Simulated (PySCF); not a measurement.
**Electron correlation in Ni⁺ (nickel, charge +1)**

Starting occupation: [Ar] 3d8 4p1, 3d3/2 with m_j = -1/2, +1/2, +3/2, 3d5/2 with m_j = -3/2, -1/2, +1/2, +3/2, +5/2, 4p3/2 with m_j = +3/2. Computed with PySCF 2.14 in x2c-TZVPall-2c, with X2C-1e with screened-nucleus spin-orbit coupling, Gaussian nucleus. Frozen: [Ne]; 17 electrons correlated; the 6 highest virtual spinors left out.

MP2 pair energies summed by pair of shells (mhartree):

| pair | energy | share (%) |
| --- | --- | --- |
| 3d-3d | -208.26 | 41.4 |
| 3d-3p | -170.84 | 34.0 |
| 3p-3p | -50.60 | 10.1 |
| 3d-3s | -34.94 | 6.9 |
| 3p-3s | -21.25 | 4.2 |
| 3d-4p | -10.46 | 2.1 |
| 3s-3s | -3.20 | 0.6 |
| 3p-4p | -2.91 | 0.6 |
| 3s-4p | -0.26 | 0.1 |

Total MP2 correlation energy: -502.71 mhartree.

The GHF reference relaxed away from the jj start to a determinant that is no pure jj level (⟨S²⟩ = 3.75, ⟨J²⟩ = 35.76); the energies belong to that determinant.

This basis was not built for core-valence correlation, so the inner-shell part is incomplete.
